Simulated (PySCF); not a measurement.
C3H3F3Ge.
Atom-mapped SMILES: `[F:1][C:2]1=[C:3]([F:4])[Ge@H:5]([F:6])[CH2:7]1` (hydrogens: H8 on Ge5; H9, H10 on C7)

Computed by this run: PySCF, PBE0-D3(BJ)/def2-SVP geometry optimisation, gas phase; density fitting, grid level 1; the optimiser is geomeTRIC in internal coordinates, started from a GFN2-xTB structure with every atom displaced at random (about 0.01 Å).

Step 1: E = -67793.7839 eV
```
atom  x, y, z in Å  |  force x, y, z in eV/Å
F1     -1.7784   -1.4502    0.9000    0.489   0.204  -0.016
C2     -0.8505   -0.6042    0.4725    0.352   0.435  -0.236
C3     -0.9879    0.7226    0.2336   -0.627  -0.646  -0.284
F4     -2.0771    1.4322    0.3316   -0.786   0.534   0.206
Ge5     0.7479    0.9199   -0.4945    0.410  -0.479   0.855
F6      0.8981    1.0066   -2.2165    0.001   0.039  -0.248
C7      0.5879   -0.9632    0.1726   -0.332  -0.484  -0.265
H8      1.6724    1.9527    0.1279    0.314   0.117  -0.151
H9      0.7076   -1.7299   -0.6184   -0.057   0.154   0.116
H10     1.1321   -1.2984    1.0661    0.236   0.126   0.024
```

Step 2: E = -67793.8794 eV
```
atom  x, y, z in Å  |  force x, y, z in eV/Å
F1     -1.7321   -1.4424    0.9420    0.080  -0.223   0.097
C2     -0.8412   -0.5910    0.4722   -0.231   0.315   0.013
C3     -1.0544    0.7214    0.2133    0.416   0.023  -0.552
F4     -2.1482    1.4532    0.2993   -0.031  -0.287   0.201
Ge5     0.7465    0.9044   -0.4605    0.048   0.068   0.403
F6      0.9130    1.0065   -2.1883    0.005   0.031  -0.099
C7      0.5869   -0.9694    0.1579   -0.310  -0.044   0.054
H8      1.7235    1.9247    0.1353    0.060  -0.050  -0.109
H9      0.6922   -1.7290   -0.6347   -0.064   0.087   0.001
H10     1.1657   -1.2904    1.0384    0.026   0.080  -0.009
```

Step 3: E = -67793.8994 eV
```
atom  x, y, z in Å  |  force x, y, z in eV/Å
F1     -1.6855   -1.4623    0.9930   -0.251   0.158   0.018
C2     -0.8582   -0.5751    0.4780    0.522  -0.221  -0.015
C3     -1.0635    0.7239    0.1752   -0.358   0.037  -0.098
F4     -2.1964    1.3969    0.2910    0.212   0.053   0.030
Ge5     0.7647    0.9131   -0.4476   -0.106  -0.010   0.002
F6      0.9512    1.0258   -2.1791   -0.010   0.037   0.052
C7      0.5564   -0.9567    0.1510    0.112   0.039   0.134
H8      1.7860    1.9030    0.1326   -0.100  -0.067  -0.033
H9      0.6428   -1.7127   -0.6419    0.015  -0.007  -0.076
H10     1.1546   -1.2679    1.0228   -0.037  -0.021  -0.014
```

Q: Estimate the geometry and energy of step 4. (The exact step hangs on the optimiser's Hessian estimate; all steps are aligned on step 3, rigid shifts and turns removed.)

A: E = -67793.9132 eV, largest force 0.150 eV/Å
```
atom  x, y, z in Å  |  force x, y, z in eV/Å
F1     -1.7090   -1.4349    0.9924   -0.026  -0.029   0.021
C2     -0.8462   -0.5805    0.4760    0.043  -0.013   0.031
C3     -1.0603    0.7171    0.1707   -0.100   0.022  -0.110
F4     -2.1829    1.3995    0.2939    0.085   0.014   0.037
Ge5     0.7578    0.9091   -0.4490   -0.033   0.006  -0.018
F6      0.9413    1.0341   -2.1785    0.009   0.014   0.004
C7      0.5676   -0.9643    0.1530    0.008  -0.021   0.064
H8      1.7645    1.9017    0.1338    0.009   0.003   0.007
H9      0.6582   -1.7176   -0.6439    0.006   0.011  -0.029
H10     1.1612   -1.2761    1.0266   -0.002  -0.007  -0.008
```

The energy changes by -0.0137 eV. The first-order estimate −F·Δx gives -0.0247 eV and the mean of the old and new forces, exact on a quadratic surface, -0.0135 eV. The step makes an angle of 57° with the force vector and moves no atom by more than 0.036 Å.

What follows is the cost of the whole optimisation. Time: 79 s of wall time; peak memory 0.50 GiB. Hardware: one thread of an Arm Neoverse V1, shared host with 32 logical CPUs at a one-minute load of 23.
